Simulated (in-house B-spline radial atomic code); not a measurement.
Radial electron density of Cr IV (Cr3+), [Ar] (3d3/2)3. Computed with a B-spline radial code for spherical atoms: Dirac-Hartree-Fock, average of the jj configuration, Fermi nucleus of rms radius 3.6452 fm.

Columns: r (bohr), 4πr²n(r) (electrons per bohr), bar.

```
 0.00244   0.6827 #
 0.00293   0.9562 #
  0.0035     1.32 ##
 0.00419    1.821 ###
 0.00501    2.489 ###
 0.00599    3.376 #####
 0.00717    4.546 ######
 0.00858    6.051 ########
  0.0103    7.986 ###########
  0.0123    10.29 ##############
  0.0147    13.04 ##################
  0.0176    16.19 #######################
   0.021    19.51 ###########################
  0.0252    22.91 ################################
  0.0301    25.83 ####################################
   0.036    27.94 #######################################
  0.0431    28.83 ########################################
  0.0516    28.27 ########################################
  0.0617    26.47 #####################################
  0.0739     24.1 ##################################
  0.0884    22.29 ###############################
   0.106    22.14 ###############################
   0.127    24.19 ##################################
   0.151    27.57 #######################################
   0.181    30.77 ###########################################
   0.217    31.34 ############################################
   0.259     28.1 #######################################
    0.31    21.74 ###############################
   0.371    14.97 #####################
   0.444    10.76 ###############
   0.531    10.23 ##############
   0.636    11.93 #################
   0.761    13.12 ##################
    0.91     12.1 #################
    1.09    9.087 #############
     1.3    5.636 ########
    1.56    2.808 ####
    1.87    1.154 ##
    2.23   0.4067 #
    2.67   0.1159 
     3.2  0.02602 
    3.82 0.004454
```

On this grid the curve has 3 maxima, near 0.0431, 0.217, 0.761 bohr.

The 3p3/2 radial function P(r) = rR(r), positive near the nucleus, with its small component Q(r) (sign convention: Q ≈ (P' + κP/r)/2c):

| r (bohr) | P | Q |
| --- | --- | --- |
| 0.00293 | 0.001282 | -5.615e-05 |
| 0.00419 | 0.002576 | -0.0001127 |
| 0.00599 | 0.005137 | -0.0002246 |
| 0.00858 | 0.01019 | -0.0004449 |
| 0.0123 | 0.01998 | -0.0008703 |
| 0.0176 | 0.03831 | -0.001663 |
| 0.0252 | 0.07157 | -0.003095 |
| 0.036 | 0.1282 | -0.005521 |
| 0.0516 | 0.2187 | -0.009385 |
| 0.0739 | 0.3444 | -0.01481 |
| 0.106 | 0.4831 | -0.02113 |
| 0.151 | 0.5629 | -0.02606 |
| 0.217 | 0.4664 | -0.02629 |
| 0.31 | 0.0936 | -0.0191 |
| 0.444 | -0.5027 | -0.005943 |
| 0.636 | -1.011 | 0.00638 |
| 0.91 | -1.078 | 0.01075 |
| 1.3 | -0.7201 | 0.007666 |
| 1.87 | -0.2843 | 0.00299 |
| 2.67 | -0.05954 | 0.000611 |
| 3.82 | -0.004987 | 5.007e-05 |
